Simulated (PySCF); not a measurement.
C$_{3}$H$_{7}$O (SMILES [CH2]COC), doublet, geometry from GFN2-xTB; PySCF with HF/6-31G.

The PySCF input:
```python
from pyscf import gto, scf

mol = gto.M(
    atom='''
O    -0.04888471   -0.67223206    0.06807397
C    -0.05570954    0.72754744   -0.05659302
C     1.22552848   -1.23619647   -0.08169678
C    -1.41454210    1.25589409    0.10965413
H     0.63394195    1.17647237    0.69219054
H     0.36058092    1.02033849   -1.04593889
H     1.10629343   -2.31142651    0.03364220
H     1.64551219   -1.02047035   -1.07312140
H     1.92143774   -0.86287170    0.68131421
H    -2.22288454    0.58182199    0.29733567
H    -1.58546504    2.31052188    0.04179988
''',
    basis='6-31g',
    spin=1,
    verbose=4,
)

mf = scf.UHF(mol)
mf.kernel()
mf.analyze()
```

### Question
Predict the main parts of the log of this PySCF run.

### Answer

```
PySCF version 2.14.0

[INPUT] verbose = 4
[INPUT] num. atoms = 11
[INPUT] num. electrons = 33
[INPUT] charge = 0
[INPUT] spin (= nelec alpha-beta = 2S) = 1
[INPUT] symmetry False subgroup None
[INPUT] Mole.unit = angstrom
[INPUT] Symbol           X                Y                Z      unit          X                Y                Z       unit  Magmom
[...]
nuclear repulsion = 126.393983976465
number of shells = 34
number of NR pGTOs = 116
number of NR cGTOs = 50
basis = 6-31g
ecp = {}

******** <class 'pyscf.scf.uhf.UHF'> ********
method = UHF
initial guess = minao
damping factor = 0
level_shift factor = 0
DIIS = <class 'pyscf.scf.diis.CDIIS'>
diis_start_cycle = 1
diis_space = 8
diis_damp = 0
SCF conv_tol = 1e-09
SCF conv_tol_grad = None
SCF max_cycles = 50
direct_scf = True
direct_scf_tol = 1e-13
number electrons alpha = 17  beta = 16
Set gradient conv threshold to 3.16228e-05
init E= -192.937848683887

cycle= 1 E= -192.306660952921  delta_E= 0.631  |g|= 0.346  |ddm|= 1.96
cycle= 2 E= -192.368887885126  delta_E= -0.0622  |g|= 0.187  |ddm|= 0.445
cycle= 3 E= -192.383582151689  delta_E= -0.0147  |g|= 0.0423  |ddm|= 0.158
cycle= 4 E= -192.385288495656  delta_E= -0.00171  |g|= 0.0145  |ddm|= 0.0615
cycle= 5 E= -192.385535832335  delta_E= -0.000247  |g|= 0.00736  |ddm|= 0.0224
cycle= 6 E= -192.38563290313  delta_E= -9.71e-05  |g|= 0.00255  |ddm|= 0.0187
cycle= 7 E= -192.38564577583  delta_E= -1.29e-05  |g|= 0.000709  |ddm|= 0.00791
cycle= 8 E= -192.385646758204  delta_E= -9.82e-07  |g|= 0.000264  |ddm|= 0.00213
cycle= 9 E= -192.385646864729  delta_E= -1.07e-07  |g|= 0.000127  |ddm|= 0.000618
cycle= 10 E= -192.385646894132  delta_E= -2.94e-08  |g|= 5.7e-05  |ddm|= 0.000334
cycle= 11 E= -192.385646901673  delta_E= -7.54e-09  |g|= 1.94e-05  |ddm|= 0.000193
cycle= 12 E= -192.385646902428  delta_E= -7.55e-10  |g|= 7.46e-06  |ddm|= 6.27e-05
Extra cycle  E= -192.385646902493  delta_E= -6.52e-11  |g|= 4.52e-06  |ddm|= 1.25e-05
converged SCF energy = -192.385646902493  <S^2> = 0.76311596  2S+1 = 2.0130732
**** SCF Summaries ****
Total Energy =                        -192.385646902493079
Nuclear Repulsion Energy =             126.393983976465051
One-electron Energy =                 -511.288232488810650
Two-electron Energy =                  192.508601609852519
Two-electron Coulomb Energy =          218.776760882393233
DFT Exchange-Correlation Energy =      -26.268159272540714
**** MO energy ****
                             alpha | beta                alpha | beta
[...]
spin_pop of  2 C 1s        0.00000
spin_pop of  2 C 2s       -0.00038
spin_pop of  2 C 3s       -0.00001
spin_pop of  2 C 2px      -0.00066
spin_pop of  2 C 2py      -0.00014
spin_pop of  2 C 2pz       0.00042
spin_pop of  2 C 3px       0.00001
spin_pop of  2 C 3py      -0.00001
spin_pop of  2 C 3pz      -0.00001
spin_pop of  3 C 1s       -0.00001
spin_pop of  3 C 2s        0.07831
spin_pop of  3 C 3s       -0.00152
spin_pop of  3 C 2px       0.06600
spin_pop of  3 C 2py       0.05366
spin_pop of  3 C 2pz       0.92036
spin_pop of  3 C 3px      -0.00004
spin_pop of  3 C 3py      -0.00031
spin_pop of  3 C 3pz       0.00861
spin_pop of  4 H 1s        0.04717
spin_pop of  4 H 2s        0.00011
spin_pop of  5 H 1s        0.04717
spin_pop of  5 H 2s        0.00011
spin_pop of  6 H 1s       -0.00014
spin_pop of  6 H 2s        0.00000
spin_pop of  7 H 1s       -0.00009
spin_pop of  7 H 2s        0.00003
spin_pop of  8 H 1s       -0.00009
spin_pop of  8 H 2s        0.00003
spin_pop of  9 H 1s       -0.05823
spin_pop of  9 H 2s        0.00049
spin_pop of  10 H 1s       -0.05812
spin_pop of  10 H 2s        0.00057
 ** Mulliken Spin Density (per atom)  **
spin density of  0 O =      0.00323
spin density of  1 C =     -0.10652
spin density of  2 C =     -0.00077
spin density of  3 C =      1.12506
spin density of  4 H =      0.04728
spin density of  5 H =      0.04728
spin density of  6 H =     -0.00014
spin density of  7 H =     -0.00006
spin density of  8 H =     -0.00006
spin density of  9 H =     -0.05774
spin density of  10 H =     -0.05754
 ** Mulliken pop alpha/beta on meta-lowdin orthogonal AOs **
 ** Mulliken pop       alpha | beta **
In total            17.00000 | 16.00000
 ** Mulliken atomic charges   ( Nelec_alpha | Nelec_beta ) **
charge of  0O =     -0.44023  (     4.22173      4.21850 )
charge of  1C =      0.04960  (     2.92194      3.02846 )
charge of  2C =     -0.07250  (     3.03587      3.03664 )
charge of  3C =     -0.22443  (     3.67474      2.54969 )
charge of  4H =      0.08015  (     0.48356      0.43629 )
charge of  5H =      0.08015  (     0.48356      0.43629 )
charge of  6H =      0.11963  (     0.44011      0.44026 )
charge of  7H =      0.08646  (     0.45674      0.45680 )
charge of  8H =      0.08646  (     0.45674      0.45680 )
charge of  9H =      0.12678  (     0.40774      0.46548 )
charge of  10H =      0.10792  (     0.41727      0.47481 )
Dipole moment(X, Y, Z, Debye):  1.55558,  0.93445, -0.32859
```
